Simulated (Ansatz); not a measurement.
System: C2H8ClSi2, charge 0, multiplicity 2. It need not be the lowest isomer of its formula. 
Coordinates optimised at B3LYP-D3(BJ)/def2-TZVP (Ansatz, a first-principles code):
SMILES: C[Si](C)[SiH2]Cl
```xyz
13

C     -1.8185     1.3462     0.3036
Si    -1.1693    -0.3164    -0.3013
C     -2.2426    -1.7424     0.3150
Si     1.0840    -0.5976     0.2466
Cl     2.1043     1.1004    -0.4025
H     -2.8190     1.5401    -0.0878
H     -1.1627     2.1576    -0.0134
H     -1.8761     1.3613     1.3963
H     -3.2664    -1.6390    -0.0502
H     -2.2776    -1.7541     1.4087
H     -1.8597    -2.7064    -0.0227
H      1.6801    -1.7703    -0.4340
H      1.3685    -0.7240     1.6997
```
Charge 0, spin multiplicity 2.

Property: atomisation energy (electronic, to ground-state atoms), in eV. Cores are frozen in the correlated levels unless marked. Open shells are spin-unrestricted. No spin-orbit coupling. Non-relativistic. The coupled-cluster limit lacks core correlation, which all-electron functionals hold. CBS marks a two-point X^-3 extrapolation of the correlation energy; Hartree-Fock from the larger set.

| level | program | atomisation energy (eV) |
|---|---|---|
| HF/STO-3G | Ansatz | 46.63 |

Task: What does CCSD(T)/CBS(cc-pV(T+d)Z,cc-pV(Q+d)Z) (Ansatz) give?

Result: 46.18 eV
